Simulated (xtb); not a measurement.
CHO₂ (SMILES O=C=[OH+]), charge +1, singlet, geometry from GFN2-xTB; xtb with GFN0-xTB.

The xtb input:
```
$ xtb mol.xyz --gfn 0 --chrg 1 --grad --json

# file mol.xyz
4

O      1.21306943    -0.14410509    -0.06170642
C      0.10887143    -0.00061822    -0.02177577
O     -1.06740096     0.07785148     0.11883730
H     -1.81857638     0.53373819    -0.32639241
```

Q: Predict the main parts of the log of this xtb run.

A: 
```
   ID    Z sym.   atoms
    1    8 O      1, 3
    2    6 C      2
    3    1 H      4

           -------------------------------------------------
          |                Calculation Setup                |
           -------------------------------------------------

           -------------------------------------------------
          |                 G F N 0 - x T B                 |
           -------------------------------------------------

          ...................................................
          :                      SETUP                      :
          :.................................................:
          :  # basis functions                  14          :
          :  # atomic orbitals                  14          :
          :  # shells                            8          :
          :  # electrons                        16          :
          :  electronic temp.          300.0000000     K    :
          :  accuracy                    1.0000000          :
          :  -> integral cutoff          0.2500000E+02      :
          :  -> integral neglect         0.1000000E-07      :
          ...................................................

         :::::::::::::::::::::::::::::::::::::::::::::::::::::
         ::                     SUMMARY                     ::
         :::::::::::::::::::::::::::::::::::::::::::::::::::::
         :: total energy              -7.405996885749 Eh    ::
         :: gradient norm              0.044645105303 Eh/a0 ::
         :: HOMO-LUMO gap              6.180606717460 eV    ::
         ::.................................................::
         :: H0 energy                 -8.970236290198 Eh    ::
         :: repulsion energy           0.119804490570 Eh    ::
         :: electrostat energy         1.464859676901 Eh    ::
         :: -> Gsolv                   0.000000000000 Eh    ::
         ::    -> Gsasa                0.000000000000 Eh    ::
         ::    -> Gshift               0.000000000000 Eh    ::
         :: dispersion energy         -0.000317331602 Eh    ::
         :: short-range corr.         -0.020107431420 Eh    ::
         :: add. restraining           0.000000000000 Eh    ::
         :: total charge               1.000000000000 e     ::
         :::::::::::::::::::::::::::::::::::::::::::::::::::::

           -------------------------------------------------
          |                Property Printout                |
           -------------------------------------------------

    * Orbital Energies and Occupations

         #    Occupation            Energy/Eh            Energy/eV
      -------------------------------------------------------------
         1        2.0000           -0.7157860             -19.4775
         2        2.0000           -0.7069963             -19.2383
         3        2.0000           -0.6134875             -16.6938
         4        2.0000           -0.5365931             -14.6014
         5        2.0000           -0.5283191             -14.3763
         6        2.0000           -0.5082375             -13.8298
         7        2.0000           -0.4459200             -12.1341
         8        2.0000           -0.4297786             -11.6949 (HOMO)
         9                         -0.2026455              -5.5143 (LUMO)
        10                         -0.1754866              -4.7752
        11                         -0.1747161              -4.7543
        12                          0.0794840               2.1629
        13                          0.3208004               8.7294
        14                          0.9814831              26.7075
      -------------------------------------------------------------
                  HL-Gap            0.2271331 Eh            6.1806 eV
             Fermi-level            0.0000000 Eh            0.0000 eV

     #   Z          covCN         q      C6AA      α(0)
     1   8 O        0.856    -0.061    15.900     5.351
     2   6 C        1.711     0.874    16.248     6.518
     3   8 O        1.658    -0.358    19.900     6.034
     4   1 H        0.802     0.545     0.290     0.846

 Mol. C6AA /au·bohr⁶  :        168.165073
 Mol. C8AA /au·bohr⁸  :       3752.728153
 Mol. α(0) /au        :         18.748163

Wiberg/Mayer (AO) data.
largest (>0.10) Wiberg bond orders for each atom

 ---------------------------------------------------------------------------
     #   Z sym  total        # sym  WBO       # sym  WBO       # sym  WBO
 ---------------------------------------------------------------------------
     1   8 O    2.570 --     2 C    2.210     3 O    0.328
     2   6 C    3.866 --     1 O    2.210     3 O    1.643
     3   8 O    2.893 --     2 C    1.643     4 H    0.922     1 O    0.328
     4   1 H    0.967 --     3 O    0.922
 ---------------------------------------------------------------------------

Topologies differ in total number of bonds
Writing topology from bond orders to xtbtopo.mol

 dipole moment from electron density (au)
     X       Y       Z
  -1.4197   0.3908  -0.2206  total (Debye):    3.784

           -------------------------------------------------
          | TOTAL ENERGY               -7.405996885749 Eh   |
          | GRADIENT NORM               0.044645105303 Eh/α |
          | HOMO-LUMO GAP               6.180606717460 eV   |
           -------------------------------------------------

normal termination of xtb
```
